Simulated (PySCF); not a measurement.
Sn (SMILES [Sn]), triplet (core potentials on Sn); PySCF with DF-BLYP/def2-SVP.

The PySCF input:
```python
from pyscf import gto, scf, dft

mol = gto.M(
    atom='''
Sn    0.000000    0.000000    0.000000
''',
    basis='def2-svp',
    ecp={'Sn': 'def2-svp'},
    charge=0,
    spin=2,
    verbose=4,
)

mf = dft.UKS(mol)
mf.xc = 'blyp'
mf = mf.density_fit(auxbasis='def2-universal-jkfit')
mf.kernel()
mf.analyze()
```

Output, abridged:

```
PySCF version 2.14.0

[INPUT] verbose = 4
[INPUT] num. atoms = 1
[INPUT] num. electrons = 22
[INPUT] charge = 0
[INPUT] spin (= nelec alpha-beta = 2S) = 2
[INPUT] symmetry False subgroup None
[INPUT] Mole.unit = angstrom
[INPUT] Symbol           X                Y                Z      unit          X                Y                Z       unit  Magmom
[INPUT]  1 Sn     0.000000000000   0.000000000000   0.000000000000 AA    0.000000000000   0.000000000000   0.000000000000 Bohr   0.0

nuclear repulsion = 0
number of shells = 10
number of NR pGTOs = 61
number of NR cGTOs = 26
basis = def2-svp
ecp = {'Sn': 'def2-svp'}

******** <class 'pyscf.df.df_jk.DFUKS'> ********
method = DFUKS
initial guess = minao
damping factor = 0
level_shift factor = 0
DIIS = <class 'pyscf.scf.diis.CDIIS'>
diis_start_cycle = 1
diis_space = 8
diis_damp = 0
SCF conv_tol = 1e-09
SCF conv_tol_grad = None
SCF max_cycles = 50
direct_scf = False
number electrons alpha = 12  beta = 10
XC library pyscf.dft.libxc version 7.1.2
    S. Lehtola, C. Steigemann, M. J. T. Oliveira, and M. A. L. Marques,  SoftwareX 7, 1–5 (2018)
XC functionals = blyp
    A. D. Becke,  Phys. Rev. A 38, 3098 (1988)
    C. Lee, W. Yang, and R. G. Parr,  Phys. Rev. B 37, 785 (1988)
    B. Miehlich, A. Savin, H. Stoll, and H. Preuss,  Chem. Phys. Lett. 157, 200 (1989)
radial grids:
    Treutler-Ahlrichs [JCP 102, 346 (1995); DOI:10.1063/1.469408] (M4) radial grids

becke partition: Becke, JCP 88, 2547 (1988); DOI:10.1063/1.454033
pruning grids: <function nwchem_prune>
grids dens level: 3
symmetrized grids: False
atomic radii adjust function: <function treutler_atomic_radii_adjust>
small_rho_cutoff = 0
Set gradient conv threshold to 3.16228e-05
tot grids = 21960
init E= -191.947519570387

cycle= 1 E= -213.533365207365  delta_E= -21.6  |g|= 1.48  |ddm|= 4.79
cycle= 2 E= -213.678665638133  delta_E= -0.145  |g|= 1.26  |ddm|= 4.01
cycle= 3 E= -214.192797950506  delta_E= -0.514  |g|= 0.113  |ddm|=  1.9
cycle= 4 E= -214.197900483963  delta_E= -0.0051  |g|= 0.0413  |ddm|= 1.04
cycle= 5 E= -214.19851025883  delta_E= -0.00061  |g|= 0.034  |ddm|=    1
cycle= 6 E= -214.199236682713  delta_E= -0.000726  |g|= 0.024  |ddm|=    1
cycle= 7 E= -214.198883045234  delta_E= 0.000354  |g|= 0.0292  |ddm|=    1
cycle= 8 E= -214.199001915703  delta_E= -0.000119  |g|= 0.0275  |ddm|=    1
cycle= 9 E= -214.198989767163  delta_E= 1.21e-05  |g|= 0.0277  |ddm|= 0.997
cycle= 10 E= -214.198985575145  delta_E= 4.19e-06  |g|= 0.0278  |ddm|= 0.156
cycle= 11 E= -214.19890203108  delta_E= 8.35e-05  |g|= 0.0289  |ddm|=    1
cycle= 12 E= -214.199068366549  delta_E= -0.000166  |g|= 0.0266  |ddm|= 0.403
cycle= 13 E= -214.199038208962  delta_E= 3.02e-05  |g|= 0.027  |ddm|= 0.441
cycle= 14 E= -214.199033895741  delta_E= 4.31e-06  |g|= 0.0271  |ddm|= 0.993
cycle= 15 E= -214.198930461251  delta_E= 0.000103  |g|= 0.0285  |ddm|= 0.989
cycle= 16 E= -214.19864538688  delta_E= 0.000285  |g|= 0.0322  |ddm|=    1
cycle= 17 E= -214.19836927591  delta_E= 0.000276  |g|= 0.0355  |ddm|= 0.0131
cycle= 18 E= -214.19863025446  delta_E= -0.000261  |g|= 0.0324  |ddm|= 0.998
cycle= 19 E= -214.198682321973  delta_E= -5.21e-05  |g|= 0.0318  |ddm|= 0.0121
cycle= 20 E= -214.198159571057  delta_E= 0.000523  |g|= 0.0377  |ddm|= 0.134
cycle= 21 E= -214.198323438271  delta_E= -0.000164  |g|= 0.036  |ddm|= 0.331
cycle= 22 E= -214.198292120058  delta_E= 3.13e-05  |g|= 0.0363  |ddm|= 0.377
cycle= 23 E= -214.198306654584  delta_E= -1.45e-05  |g|= 0.0362  |ddm|=    1
cycle= 24 E= -214.198681827948  delta_E= -0.000375  |g|= 0.0318  |ddm|= 0.0654
cycle= 25 E= -214.198584956088  delta_E= 9.69e-05  |g|= 0.033  |ddm|= 0.363
cycle= 26 E= -214.197416201428  delta_E= 0.00117  |g|= 0.0449  |ddm|= 0.995
cycle= 27 E= -214.19868578704  delta_E= -0.00127  |g|= 0.0317  |ddm|= 0.778
cycle= 28 E= -214.198261815207  delta_E= 0.000424  |g|= 0.0367  |ddm|=    1
cycle= 29 E= -214.198196040288  delta_E= 6.58e-05  |g|= 0.0374  |ddm|= 0.00848
cycle= 30 E= -214.198744984738  delta_E= -0.000549  |g|= 0.031  |ddm|= 0.125
cycle= 31 E= -214.198803966368  delta_E= -5.9e-05  |g|= 0.0302  |ddm|= 0.107
cycle= 32 E= -214.199218301452  delta_E= -0.000414  |g|= 0.0242  |ddm|= 0.545
cycle= 33 E= -214.198835233488  delta_E= 0.000383  |g|= 0.0298  |ddm|= 0.999
cycle= 34 E= -214.198632075862  delta_E= 0.000203  |g|= 0.0324  |ddm|= 0.92
cycle= 35 E= -214.198449594652  delta_E= 0.000182  |g|= 0.0346  |ddm|= 0.505
cycle= 36 E= -214.198295523127  delta_E= 0.000154  |g|= 0.0363  |ddm|= 0.18
cycle= 37 E= -214.198286818132  delta_E= 8.7e-06  |g|= 0.0364  |ddm|= 0.0973
cycle= 38 E= -214.199063102326  delta_E= -0.000776  |g|= 0.0266  |ddm|= 0.971
cycle= 39 E= -214.19914196432  delta_E= -7.89e-05  |g|= 0.0254  |ddm|= 0.574
cycle= 40 E= -214.199050337077  delta_E= 9.16e-05  |g|= 0.0268  |ddm|= 0.962
cycle= 41 E= -214.198404379234  delta_E= 0.000646  |g|= 0.0351  |ddm|= 0.472
cycle= 42 E= -214.198915553649  delta_E= -0.000511  |g|= 0.0288  |ddm|= 0.379
cycle= 43 E= -214.199125789986  delta_E= -0.00021  |g|= 0.0257  |ddm|=    1
cycle= 44 E= -214.198856812976  delta_E= 0.000269  |g|= 0.0295  |ddm|=    1
cycle= 45 E= -214.198893337757  delta_E= -3.65e-05  |g|= 0.029  |ddm|= 0.0244
cycle= 46 E= -214.199207881092  delta_E= -0.000315  |g|= 0.0244  |ddm|= 0.598
cycle= 47 E= -214.199201601971  delta_E= 6.28e-06  |g|= 0.0245  |ddm|= 0.947
cycle= 48 E= -214.199112516077  delta_E= 8.91e-05  |g|= 0.026  |ddm|= 0.96
cycle= 49 E= -214.199135419997  delta_E= -2.29e-05  |g|= 0.0255  |ddm|= 0.874
cycle= 50 E= -214.199173480423  delta_E= -3.81e-05  |g|= 0.0249  |ddm|= 0.11
SCF not converged.
SCF energy = -214.199173480423 after 50 cycles  <S^2> = 2.0002377  2S+1 = 3.0001584
**** SCF Summaries ****
Total Energy =                        -214.199173480422871
Nuclear Repulsion Energy =               0.000000000000000
One-electron Energy =                 -376.119562601796588
Two-electron Energy =                  161.920389121373717
Two-electron Coulomb Energy =          179.878565908017350
DFT Exchange-Correlation Energy =      -17.958176786643627
**** MO energy ****
                             alpha | beta                alpha | beta
MO #1   energy= -4.89270362207483  | -4.88970184602962  occ= 1 | 1
MO #2   energy= -3.27128871809499  | -3.26843295728638  occ= 1 | 1
MO #3   energy= -3.27097645768488  | -3.26805305484146  occ= 1 | 1
MO #4   energy= -3.27018410729575  | -3.26708450566513  occ= 1 | 1
MO #5   energy= -0.930652329798752 | -0.925331204470046 occ= 1 | 1
MO #6   energy= -0.930621529523866 | -0.925299389945074 occ= 1 | 1
MO #7   energy= -0.929985272505215 | -0.92445177307975  occ= 1 | 1
MO #8   energy= -0.929730062096372 | -0.924117840819051 occ= 1 | 1
MO #9   energy= -0.929566894971861 | -0.923908012531776 occ= 1 | 1
MO #10  energy= -0.39264277477823  | -0.359849993369772 occ= 1 | 1
MO #11  energy= -0.138080229077839 | -0.105612272550278 occ= 1 | 0
MO #12  energy= -0.138048759414789 | -0.104921079652937 occ= 1 | 0
MO #13  energy= -0.138001257968011 | -0.103134747121403 occ= 0 | 0
MO #14  energy= 0.113698128158472  | 0.132809190872419  occ= 0 | 0
MO #15  energy= 0.209042503270265  | 0.22785059270509   occ= 0 | 0
MO #16  energy= 0.209096263072786  | 0.228349383127702  occ= 0 | 0
MO #17  energy= 0.209208745671188  | 0.2296350380424    occ= 0 | 0
MO #18  energy= 0.300065322315358  | 0.338557058771724  occ= 0 | 0
MO #19  energy= 0.30080626508174   | 0.338604074278719  occ= 0 | 0
MO #20  energy= 0.30108601897752   | 0.33999407597923   occ= 0 | 0

spin_pop of  0 Sn 4s       -0.00002
spin_pop of  0 Sn 5s        0.00067
spin_pop of  0 Sn 6s       -0.00093
spin_pop of  0 Sn 7s        0.00029
spin_pop of  0 Sn 4px       0.00087
spin_pop of  0 Sn 4py       0.00440
spin_pop of  0 Sn 4pz       0.00771
spin_pop of  0 Sn 5px       0.03448
spin_pop of  0 Sn 5py       0.00081
spin_pop of  0 Sn 5pz       0.00141
spin_pop of  0 Sn 6px       0.02924
spin_pop of  0 Sn 6py       0.41344
spin_pop of  0 Sn 6pz       0.72305
spin_pop of  0 Sn 7px       0.78414
spin_pop of  0 Sn 7py       0.00017
spin_pop of  0 Sn 7pz       0.00029
spin_pop of  0 Sn 4dxy     -0.00421
spin_pop of  0 Sn 4dyz     -0.00420
spin_pop of  0 Sn 4dz^2    -0.00427
spin_pop of  0 Sn 4dxz     -0.00441
spin_pop of  0 Sn 4dx2-y2    0.00009
spin_pop of  0 Sn 5dxy      0.00421
spin_pop of  0 Sn 5dyz      0.00419
spin_pop of  0 Sn 5dz^2     0.00427
spin_pop of  0 Sn 5dxz      0.00441
spin_pop of  0 Sn 5dx2-y2   -0.00009
In total            12.00000 | 10.00000
Dipole moment(X, Y, Z, Debye): -0.00000, -0.00000, -0.00000
```

The run did not converge; its last values are not results.
